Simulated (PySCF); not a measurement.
## Calculated data, Al2BH5

Calculation on a computer-drawn molecule: optimised geometry and harmonic frequencies of an isolated molecule of the commonest isotopes, restricted reference for singlets and unrestricted otherwise, frozen core in MP2. Program: PySCF 2.14.0.

Entry: Al2BH5

Start structure:
```xyz
8
Al2BH5
B      0.8262     1.1954    -1.4875
Al     1.3618    -0.6338    -0.9294
Al     2.3035    -2.6323     0.5493
H     -0.3200     1.4535    -1.6312
H      1.5019     1.8197    -2.2524
H      1.2722    -2.0191    -1.8438
H      2.7940    -2.9020     2.0154
H      2.1455    -3.8294    -0.4732
```

* charge: 0
* multiplicity: 1
* method: HF
* basis: cc-pV(D+d)Z
* rotational constants: 16.98, 2.497, 2.29 GHz
* total energy: -511.3644 hartree
* convergence status largest gradient component: 2.973e-06 hartree/bohr

Drawn bonds:
| atom | other atom | order |
| --- | --- | --- |
| 1 | 2 | 1 |
| 2 | 3 | 1 |
| 1 | 4 | 1 |
| 1 | 5 | 1 |
| 2 | 6 | 1 |
| 3 | 7 | 1 |
| 3 | 8 | 1 |

Optimised structure:
```xyz
8
Al2BH5
B      0.9690     0.9495    -1.5447
Al     0.9065    -1.1854    -1.3065
Al     2.3952    -2.5457     0.3864
H      0.2774     1.6963    -0.8984
H      1.7119     1.4959    -2.3215
H     -0.1199    -1.9894    -2.2275
H      1.9210    -2.8510     1.8736
H      3.8240    -3.1183    -0.0142
```

Modes:
| frequency (cm⁻¹) | reduced mass (dalton) |
| --- | --- |
| 82.01 | 1.082 |
| 108.8 | 3.686 |
| 186.8 | 1.067 |
| 317.7 | 1.037 |
| 332.6 | 8.647 |
| 391.3 | 1.135 |
| 490.8 | 1.084 |
| 559.8 | 3.286 |
| 586 | 1.355 |
| 627.7 | 1.32 |
| 842 | 1.079 |
| 910.6 | 1.337 |
| 1239 | 1.13 |
| 1917 | 1.04 |
| 1941 | 1.057 |
| 1946 | 1.028 |
| 2634 | 1.055 |
| 2700 | 1.119 |
